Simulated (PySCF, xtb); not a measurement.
H10Si5, SMILES [SiH2]1[SiH2][SiH2][SiH2][SiH2]1.

GFN2-xTB (xtb) at its own geometry gives an orbital gap of 3.13 eV and a dipole moment of 0.00 D.

Geometry optimised at PBE0-D3(BJ)/def2-SVP.

Q: What does PBE0/def2-TZVP (PySCF) give? (Estimate from the structure and the level; the computed values follow.)

A: gap 6.54 eV (levels -7.62 and -1.08 eV), dipole 0.07 D.
